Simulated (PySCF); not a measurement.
## ECD: SMILES O=CO[C@@H]1CC[Si@H]1Br, C4H7BrO2Si

Geometry:
```tsv
atom	x (Å)	y (Å)	z (Å)
O1	2.021	1.368	0.281
C2	2.392	0.262	-0.038
O3	1.666	-0.813	-0.022
C4	0.325	-0.615	0.442
C5	-0.770	-1.189	-0.463
C6	-1.772	-0.023	-0.377
Si7	-0.384	1.162	0.237
Br8	-0.754	2.147	2.179
H9	3.412	0.055	-0.390
H10	0.283	-1.034	1.452
H11	-1.159	-2.151	-0.135
H12	-0.385	-1.300	-1.477
H13	-2.543	-0.221	0.366
H14	-2.276	0.196	-1.315
H15	-0.059	2.163	-0.761
```

Method used: TDDFT LC-wPBE/def2-SVPD circular dichroism and optical rotation, one conformer, gas phase in PySCF. Geometry: GFN2-xTB.

The molecule is flexible and this is one conformer; a measurement averages over conformers. The calculation is non-relativistic, which matters for the atoms heavier than Zn.

Question: Assign R or S to each stereocentre.

Answer: C4 S, Si7 R.

Question: List the lowest 12 singlet excitations with oscillator and rotatory strengths.

Answer: Rotatory strengths R in 10⁻⁴⁰ esu² cm², velocity form and length form (origin at the centre of mass); f in length form.
| state | E (eV) | λ (nm) | f | R (velocity) | R (length) | main |
| --- | --- | --- | --- | --- | --- | --- |
| 1 | 6.04 | 205 | 0.003 | +5.9 | +6.4 | HOMO→LUMO+1 0.26, HOMO−2→LUMO+1 0.24 |
| 2 | 6.68 | 186 | 0.011 | +14.4 | +13.7 | HOMO→LUMO 0.61, HOMO→LUMO+5 0.11 |
| 3 | 7.16 | 173 | 0.013 | -11.2 | -10.0 | HOMO−1→LUMO 0.64, HOMO−1→LUMO+1 0.09 |
| 4 | 7.41 | 167 | 0.007 | +15.1 | +15.9 | HOMO−5→LUMO+1 0.24, HOMO−1→LUMO+1 0.19 |
| 5 | 7.61 | 163 | 0.001 | +0.8 | +0.4 | HOMO→LUMO+3 0.29, HOMO−2→LUMO 0.24 |
| 6 | 7.86 | 158 | 0.056 | -118.1 | -115.7 | HOMO−2→LUMO 0.23, HOMO→LUMO+2 0.17 |
| 7 | 7.98 | 155 | 0.014 | -3.7 | -5.0 | HOMO−1→LUMO+3 0.25, HOMO−3→LUMO 0.09 |
| 8 | 8.12 | 153 | 0.031 | +94.3 | +90.9 | HOMO−4→LUMO+1 0.15, HOMO→LUMO+2 0.11 |
| 9 | 8.37 | 148 | 0.044 | -25.0 | -24.3 | HOMO−1→LUMO+2 0.33, HOMO−3→LUMO 0.17 |
| 10 | 8.43 | 147 | 0.043 | +46.7 | +50.3 | HOMO→LUMO+6 0.17, HOMO−4→LUMO+1 0.10 |
| 11 | 8.49 | 146 | 0.022 | -27.5 | -27.6 | HOMO→LUMO+2 0.18, HOMO→LUMO+3 0.09 |
| 12 | 8.61 | 144 | 0.017 | -15.3 | -14.2 | HOMO−4→LUMO 0.21 |

Among the states computed, the strongest CD band (largest |R|) is state 6. The largest dissymmetry factor in size, g = 4R/(D+G), with D and G the electric and magnetic dipole strengths, is +0.038 for state 8 (velocity form, f = 0.030), among bands with |R| over 0.5. The mirror image has the same energies and oscillator strengths and all R with the opposite sign.
